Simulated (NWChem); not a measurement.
System: CH₄F₃NSi; SMILES N[SiH2]C(F)(F)F

Input file for NWChem:

```
start job
memory heap 200 mb stack 900 mb global 1100 mb
geometry units angstroms noautosym nocenter noautoz
  N     -0.607206     2.230468    -0.075876
  Si     0.632114     1.044657    -0.136130
  C      0.004302    -0.775921     0.081611
  F     -0.875104    -1.122434    -0.875287
  F      1.014993    -1.659206     0.026256
  F     -0.613799    -0.957381     1.262321
  H     -1.041861     2.483274     0.803977
  H     -1.244748     2.355030    -0.853652
  H      1.286127     1.070891    -1.472845
  H      1.588382     1.261092     0.983615
end
basis spherical
  * library def2-svp
end
dft
  xc pbe0
  iterations 150
end
cosmo
  do_cosmo_smd true
  solvent water
end
task dft energy
```

Geometry: optimised at PBE0/def2-SVP. Solvent: water.

Level: PBE0/def2-SVP with SMD (1 M gas to 1 M solution), gas-phase geometry. Reactions with the solvent are ignored.

Problem. Give the results of this calculation. (PBE0/def2-SVP, SMD on the gas-phase geometry.) Quantities: solvation free energy (kcal/mol); cavity-dispersion-structure term (kcal/mol); dipole in solution (D).

Solution. 
- solvation free energy (kcal/mol) = 0.0
- cavity-dispersion-structure term (kcal/mol) = 5.1
- dipole in solution (D) = 3.02
